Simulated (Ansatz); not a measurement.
CH₅GeI⁺, that is GeH2MeI with one electron fewer, relaxed as a doublet with UKS PBE0-D4/def2-SVP in Ansatz, starting from the PBE0-D4/def2-SVP geometry of the neutral singlet. Force threshold 0.02 eV/Å.

In the def2 sets I takes a core potential; there is no spin–orbit coupling.

Start:

```xyz
8

Ge   -0.657   -0.364    0.453
H    -1.861   -0.855   -0.369
H    -1.133    0.403    1.698
C     0.600    0.664   -0.615
H     0.102    1.561   -1.013
H     0.966    0.055   -1.453
H     1.454    0.971    0.003
I     0.529   -2.435    1.296
```

Problem. Estimate the energy that the relaxation releases and the steps that it takes.

Solution. 0.17 eV, in 7 steps; 46 s on 4 threads of Arm Neoverse V2 on a shared host. No frequencies were taken in this run, so the end may be a saddle point.

Problem. Does the start keep its bonding and symmetry?

Solution. By distances, no bond broke or formed. The bond that changes most is Ge1–I8, from 2.53 to 2.69 Å (atoms count from 1). Point group Cs at the start, Cs at the end, both within 0.05 Å.

Problem. Predict the relaxed structure.

Solution. 
```xyz
8

Ge   -0.7548   -0.2357    0.4072
H    -1.8748   -0.9304   -0.3669
H    -1.1359    0.3717    1.7569
C     0.6238    0.6542   -0.6180
H     0.1444    1.5669   -1.0129
H     0.9570    0.0368   -1.4628
H     1.4702    0.9466    0.0174
I     0.5703   -2.4102    1.2791
```
Bond lengths: 1 × Ge–I 2.69 Å; 1 × C–Ge 1.93 Å; 3 × C–H 1.10 Å; 2 × Ge–H 1.53 Å.
